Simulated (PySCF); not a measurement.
C₆H₇FO.
InChI=1S/C6H7FO/c7-4-3-6-2-1-5-8-6/h1-3H,4-5H2/b6-3+

Torsions of this conformer, `[F:1][CH2:2]/[CH:3]=[C:4]1\[CH:5]=[CH:6][CH2:7][O:8]1`: F1–C2–C3–C4 0°.

The closed-shell ground state was solved at several levels (PySCF, density fitting, gas phase, non-relativistic). The structure is a single GFN2-xTB conformer in the gas phase; no vibrational or solvent corrections. GFN2-xTB frequencies show an imaginary mode (20i cm⁻¹), so this geometry is no minimum at that level.

| level | basis functions | total energy (Eh) | HOMO (eV) | LUMO (eV) | gap (eV) | dipole (D) |
| --- | --- | --- | --- | --- | --- | --- |
| CAM-B3LYP/def2-SVPD | 222 | -407.4081 | -7.26 | 0.40 | 7.66 | 1.11 |
| B3LYP/pcJ-1 | 286 | -407.8785 | -5.76 | -0.83 | 4.93 | 1.07 |

Q: Estimate the row for PBE0/pcSseg-1, a basis of 171 functions; the other rows only guide the guess.

A: Total energy -407.3682 Eh, HOMO -5.96 eV, LUMO -0.65 eV, gap 5.31 eV, dipole 1.08 D.

Q: Over all these levels, which gives the widest orbital gap and which the narrowest?

A: CAM-B3LYP/def2-SVPD (range-separated hybrid) has the widest, 7.66 eV, and B3LYP/pcJ-1 (global hybrid, 20 % exact exchange) the narrowest, 4.93 eV. Functional and basis both differ between the two, so the spread mixes both effects.

Q: How far do the dipole and the HOMO energy spread over the levels?

A: The dipole runs from 1.07 to 1.11 D (mean 1.09 D) and the HOMO from -7.26 to -5.76 eV.
